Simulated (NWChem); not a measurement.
# C3H4ClFSi; SMILES C#C[Si@](Cl)(C)F

All runs: NWChem. Pople sets run with spherical d functions. The geometry was optimised at B3LYP/6-31G* (spherical d). Level: B3LYP/6-31G* with SMD (1 M gas to 1 M solution), gas-phase geometry. Reactions with the solvent are ignored.

What does the run give for solvent toluene? Quantities: solvation free energy (kcal/mol); cavity-dispersion-structure term (kcal/mol); dipole in solution (D).


| Quantity | Value |
|---|---|
| solvation free energy (kcal/mol) | -3.1 |
| cavity-dispersion-structure term (kcal/mol) | 0.1 |
| dipole in solution (D) | 3.15 |
